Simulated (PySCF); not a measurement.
## Dipole response of Mg (magnesium, neutral)

[Ne] 3s1 3p1, high-spin 3P determinant (an excited configuration). Computed with PySCF 2.14 in aug-cc-pVQZ-DK (7s6p4d3f2g, 84 functions), with scalar relativity by spin-free X2C-1e. Coupled (time-dependent) response in atomic units; α is the mean over directions.

```
   method  mean α (bohr³)         α xx, yy, zz  C₆ (like pair)  S(−4)
      UHF           100.0  87.61, 124.9, 87.61           994.6   6306
      PBE           110.5  88.51, 154.4, 88.51            1108   9220
     PBE0           105.3  87.10, 141.8, 87.10            1048   7791
BHandHLYP           104.0  85.36, 141.2, 85.36            1022   7816
```

S(−4) is the Cauchy moment in α(ω) = α(0) + S(−4) ω² + …

α(iu) at PBE:

```
u (hartree)  α(iu) (bohr³)
          0          110.5
     0.0500          92.45
      0.100          64.73
      0.200          31.22
      0.300          17.21
      0.500          7.309
      0.750          3.600
       1.00          2.196
       1.50          1.125
       2.00         0.7140
       3.00         0.3779
       5.00         0.1625
```

A single London oscillator, α(iu) = α/(1 + u²/ω²), gives C₆ = (3/4) ω α². Matching the computed C₆ needs ω = 4 × 1108 / (3 × 110.5²) = 0.121 hartree.

The components differ because the open shell of this determinant is not spherical; for a pure term their mean is the scalar polarisability.
